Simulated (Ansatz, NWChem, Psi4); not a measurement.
**A ladder of methods for SnNH4Cl (SMILES [NH2][SnH2][Cl])**

SnNH4Cl has 7 atoms, charge 0, and is taken as a singlet. As SMILES, `[NH2][SnH2][Cl]`. The coordinates come from a PBE0-D4/def2-TZVP relaxation. This is one conformer, not always the lowest.

Each level gives the electronic atomisation energy (eV). The values are calculated. Electronic energies at fixed atoms, without zero-point motion or spin-orbit coupling.

| level | kind | program | value (eV) | CPU time (all runs) |
| --- | --- | --- | --- | --- |
| HF/def2-SVP (core potential) | Hartree–Fock | NWChem | 12.96 | 25 s |
| BLYP/def2-SVP (core potential) | GGA | Ansatz | 19.08 | 4.2 s |
| M06-2X/def2-SVP (core potential) | hybrid meta-GGA | NWChem | 19.11 | 53 s |
| r2SCAN0/def2-SVP (core potential) | hybrid meta-GGA | Ansatz | 18.97 | 9.2 s |
| HSE06/def2-SVP (core potential) | range-separated hybrid | Ansatz | 19.19 | 6.3 s |
| B2PLYP/def2-SVP (core potential) | double hybrid | Ansatz | 18.85 | 6.3 s |
| RPA@PBE0/def2-SVP (core potential) | RPA | Ansatz | 17.58 | 7.2 s |
| MP2/def2-SVP (core potential) | perturbation theory | Ansatz | 18.02 | 1.7 s |
| CCSD/def2-SVP (core potential) | coupled cluster or CI | Psi4 | 17.79 | 23 s |

Correlated wave functions underbind in double-zeta sets. The values span 12.96 to 19.19 eV. In the correlated wave-function rows the outer d shell of Sn is correlated, in sets not made for it. In so small a basis fixed costs decide the times, and correlated methods can beat functionals. Times are those of the runs behind each value, whatever else they computed, on shared processors of several kinds: orders of magnitude only.
